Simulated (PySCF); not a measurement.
Geometry:
```json
{"atom": "Si1", "x (Å)": "-0.204", "y (Å)": "-0.421", "z (Å)": "0.034"}
{"atom": "O2", "x (Å)": "-0.382", "y (Å)": "-2.015", "z (Å)": "-0.332"}
{"atom": "C3", "x (Å)": "-1.431", "y (Å)": "-2.543", "z (Å)": "-1.100"}
{"atom": "O4", "x (Å)": "0.317", "y (Å)": "0.529", "z (Å)": "-1.213"}
{"atom": "C5", "x (Å)": "1.591", "y (Å)": "0.470", "z (Å)": "-1.793"}
{"atom": "O6", "x (Å)": "-1.707", "y (Å)": "0.152", "z (Å)": "0.387"}
{"atom": "C7", "x (Å)": "-2.083", "y (Å)": "1.497", "z (Å)": "0.477"}
{"atom": "N8", "x (Å)": "0.949", "y (Å)": "-0.401", "z (Å)": "1.308"}
{"atom": "Si9", "x (Å)": "1.734", "y (Å)": "0.961", "z (Å)": "2.049"}
{"atom": "H10", "x (Å)": "-1.423", "y (Å)": "-3.639", "z (Å)": "-1.000"}
{"atom": "H11", "x (Å)": "-2.411", "y (Å)": "-2.165", "z (Å)": "-0.764"}
{"atom": "H12", "x (Å)": "-1.314", "y (Å)": "-2.296", "z (Å)": "-2.170"}
{"atom": "H13", "x (Å)": "1.748", "y (Å)": "1.372", "z (Å)": "-2.403"}
{"atom": "H14", "x (Å)": "2.392", "y (Å)": "0.423", "z (Å)": "-1.033"}
{"atom": "H15", "x (Å)": "1.696", "y (Å)": "-0.413", "z (Å)": "-2.448"}
{"atom": "H16", "x (Å)": "-1.738", "y (Å)": "1.952", "z (Å)": "1.424"}
{"atom": "H17", "x (Å)": "-3.181", "y (Å)": "1.562", "z (Å)": "0.453"}
{"atom": "H18", "x (Å)": "-1.678", "y (Å)": "2.092", "z (Å)": "-0.359"}
{"atom": "H19", "x (Å)": "1.067", "y (Å)": "-1.307", "z (Å)": "1.755"}
{"atom": "H20", "x (Å)": "1.354", "y (Å)": "2.168", "z (Å)": "1.256"}
{"atom": "H21", "x (Å)": "1.313", "y (Å)": "1.160", "z (Å)": "3.471"}
{"atom": "H22", "x (Å)": "3.224", "y (Å)": "0.819", "z (Å)": "2.042"}
```

Geometry: PBE0-D3(BJ)/def2-SVP; GIAO absolute shieldings from PySCF 2.14, gas phase, non-relativistic, averaged over equivalent atoms.

At PBE0/pcSseg-1 (232 basis functions):
```csv
atoms,σ (ppm)
Si9,409.4
Si1,417.8
O2/O4/O6,310.3
C3/C5/C7,132.2
N8,253.7
H20/H21/H22,26.62
H10/H11/H12/H13/H14/H15/H16/H17/H18,27.66
H19,31.45
```

Q: Predict the values at KT2/pcSseg-1 on the same geometry.

A: 
| atoms | σ at KT2/pcSseg-1 | change |
| --- | --- | --- |
| Si9 | 418.9 | +9.5 |
| Si1 | 425.7 | +7.9 |
| O2/O4/O6 | 297.3 | -13.0 |
| C3/C5/C7 | 129.6 | -2.6 |
| N8 | 250.4 | -3.3 |
| H20/H21/H22 | 26.38 | -0.24 |
| H10/H11/H12/H13/H14/H15/H16/H17/H18 | 27.46 | -0.20 |
| H19 | 31.46 | +0.01 |

The largest change is at O2/O4/O6 (oxygen bonded to C, Si). Cost: 232 basis functions.
